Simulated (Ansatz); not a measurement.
Cost and result up the ladder for NbS₄ (5 atoms). The state is a doublet with charge 0. Geometry: PBE0-D4/def2-SVP.

```csv
atom,x (Å),y (Å),z (Å)
Nb1,0.7978,0.0798,0.4130
S2,-1.3420,-0.0571,-0.7028
S3,1.6039,-1.7966,1.0778
S4,0.2518,0.6969,-1.8691
S5,-1.3115,1.0770,1.0811
```

Ansatz on 4 threads of Arm Neoverse V2 on a shared host. Times are rough, and most runs start from the orbitals of an earlier one. PBE0-D4/def2-TZVP serves as the yardstick here, not as an exact answer. Differences are given only for rows in sets of like size (and for xTB, whose basis is part of the method), since another set adds its own error. Binding counts from free atoms at the same level (Nb sextet, S triplet; other spins of the atoms weren't run), without zero-point energy or a counterpoise term.

In the def2 sets Nb takes a core potential; there is no spin–orbit coupling. HSE06 is defined as in plane-wave codes, on full-range PBE exchange. Correlated methods freeze 20 core orbitals; core or outer-core shells of Nb are correlated, in sets that lack core-valence functions. The rows differ in basis, and correlated rows in double-zeta sets carry the largest basis error. No other spin state of charge 0 was run. Another isomer (doublet) lies 0.09 eV lower at PBE0-D4/def2-TZVP; other spin states weren't run for this one.

Correlated methods converge slowly with the basis, most of all in double-zeta sets.

```json
{"level": "CCSD(T)/def2-SVP", "functions": "103", "binding energy per atom (eV)": "3.04", "difference from PBE0-D4/def2-TZVP (eV)": "–", "remarks": "spin-contaminated (⟨S²⟩ 1.00)"}
{"level": "HSE06-D4/def2-TZVP", "functions": "188", "binding energy per atom (eV)": "3.53", "difference from PBE0-D4/def2-TZVP (eV)": "0.01", "remarks": "–"}
{"level": "PBE0-D4/def2-TZVP", "functions": "188", "binding energy per atom (eV)": "3.52", "difference from PBE0-D4/def2-TZVP (eV)": "0.00", "remarks": "–"}
{"level": "r2SCANh-D4/def2-TZVP", "functions": "188", "binding energy per atom (eV)": "3.48", "difference from PBE0-D4/def2-TZVP (eV)": "-0.04", "remarks": "–"}
{"level": "PBE-D4/def2-TZVP (with forces)", "functions": "188", "binding energy per atom (eV)": "3.80", "difference from PBE0-D4/def2-TZVP (eV)": "0.28", "remarks": "–"}
{"level": "r2SCAN-D4/def2-TZVP", "functions": "188", "binding energy per atom (eV)": "3.57", "difference from PBE0-D4/def2-TZVP (eV)": "0.05", "remarks": "–"}
```

Q: Estimate how long each takes.

A: PBE-D4/def2-TZVP (with forces) 5.5 s; HSE06-D4/def2-TZVP 8.5 s; PBE0-D4/def2-TZVP 11 s; CCSD(T)/def2-SVP 21 s; r2SCAN-D4/def2-TZVP 29 s; r2SCANh-D4/def2-TZVP 32 s. On shared hardware such times vary by a factor of up to 3.
